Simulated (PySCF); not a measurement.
Spectra and structures to be paired. Theory: PySCF 2.14.0, density-fitted response routines, TDDFT B3LYP/def2-SVPD, vertical, gas phase, core orbitals frozen in the response. Geometries: PBE0-D3(BJ)/def2-SVP; one conformer of each isolated species. Triplets are in the Tamm–Dancoff approximation. Relativistic effects are left out although some hold elements past zinc. Ions are computed without counter-ions or solvent.

A. `F[C@H]1CSc2ccccc21`
B. `CCC[O][GeH2][NH2]`
C. `[O]=[V-](=[O])([F])[F]`
D. `C#C[C@H](C)C(F)=C(F)F`

Lowest singlet levels (six at most, fewer where fewer were computed) with oscillator strengths:

1. 6.48 eV (f 0.042); 6.53 eV (f 0.002); 6.79 eV (f 0.001); 6.99 eV (f 0.035); 7.12 eV (f 0.005); 7.33 eV (f 0.032); T1 6.12 eV
2. 4.23 eV (f 0.004); 4.53 eV (f 0.001); 5.19 eV (f 0.006); 5.20 eV (f 0.000); 5.29 eV (f 0.000); 5.38 eV (f 0.001); T1 3.90 eV
3. 4.40 eV (f 0.021); 4.80 eV (f 0.002); 4.90 eV (f 0.154); 5.70 eV (f 0.031); 5.88 eV (f 0.042); 5.95 eV (f 0.006); T1 3.71 eV
4. 6.34 eV (f 0.016); 6.42 eV (f 0.012); 6.49 eV (f 0.004); 6.60 eV (f 0.023); 6.75 eV (f 0.009); 6.87 eV (f 0.031)

Question: Which spectrum belongs to which structure?

Answer: 1 = B, 2 = C, 3 = A, 4 = D.
- A: S1 at 4.40 eV, HOMO→LUMO (92%); Löwdin shares by element: HOMO sulfur 45%, carbon 30% or more (atoms not listed hold the other 25%); LUMO carbon 66% or more (atoms not listed hold the other 34%); HOMO -6.10 and LUMO -0.91 eV.
- B: S1 at 6.48 eV, HOMO-1→LUMO (95%); Löwdin shares by element: HOMO oxygen 58%, carbon 14% or more, germanium 7%, hydrogen 6% or more (atoms not listed hold the other 15%); LUMO germanium 36%, hydrogen 25% or more, nitrogen 13% (atoms not listed hold the other 26%); HOMO -7.38 and LUMO 0.08 eV.
- C: S1 at 4.23 eV, HOMO→LUMO (97%); for S1 the Löwdin share of vanadium is at most 4% in HOMO and 71% in LUMO (ligand-to-metal charge transfer by this measure); HOMO -3.02 and LUMO 2.74 eV; point group C2v, 2 of its 6 listed states under f = 0.0005.
- D: S1 at 6.34 eV, HOMO→LUMO+1 (43%), HOMO→LUMO (39%); Löwdin shares by element: HOMO carbon 54% or more, fluorine 22% or more (atoms not listed hold the other 24%); LUMO carbon 56% or more (atoms not listed hold the other 44%); HOMO -7.12 and LUMO -0.09 eV.
B and D have S1 within 0.15 eV of each other; their strongest listed levels stand at 6.48 eV (f 0.042) and 6.87 eV (f 0.031).
